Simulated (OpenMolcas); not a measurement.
An atom or ion with 50 electrons was computed by SS-RASPT2, IPEA 0.25 Eh, imaginary shift 0.1 Eh with spin-orbit coupling (OpenMolcas, ANO-RCC-VQZP, DKH2). The lowest levels that the run gave, each within 12 % of the measured value where one is at hand:

```
J  Parity  E (cm-1)      g
0    even       0.0       
1    even      1490  1.501
2    even      3090  1.462
2    even      8310  1.039
0    even     17070       
2     odd     38610  1.998
1     odd     50160  0.520
2     odd     50170  1.181
3     odd     50740  1.334
```

Question: Which ion is it, and what are the configurations and terms?

Answer: Sn (Z = 50, neutral; active space 4 electrons in 9 orbitals (RAS2 5s 5p; RAS3 5d, at most 2 electrons)). J, parity and g give the terms where levels are pure, and mixed ones are named by the computed weights; the size of the splittings, set against known spectra of the 50-electron sequence, gives the charge. In order, with the measured energies in cm-1 (NIST Handbook of Basic Atomic Spectroscopic Data): 5s2 5p2 3P0, 5s2 5p2 3P1 (1692), 5s2 5p2 3P2 (3428), 5s2 5p2 1D2 (8613), 5s2 5p2 1S0 (17162), 5s 5p3 5S* 2 (39626), 5s 5p3 3D* 1, 5s 5p3 3D* 2, 5s 5p3 3D* 3.

Term energies are means over components that CASPT2 splits; among the terms shown or strongly mixed into the levels shown the widest spread is 22 cm-1 (5s2 5p2 1D). The run also gave levels led by 5s2 5p 5d, which use shells meant for correlation; these and all levels above them are left out. Some terms mix strongly with configurations of 5d, whose occupation reaches 0.32 (5s 5p3 3D*). Computed and measured levels are paired by configuration, term and J; levels that our copy of the source lacks, or whose pairing is in doubt (as where it misses far off the trend of its configuration), stay unpaired and out of the deviations. Only configurations of the active space appear.

* marks odd parity.
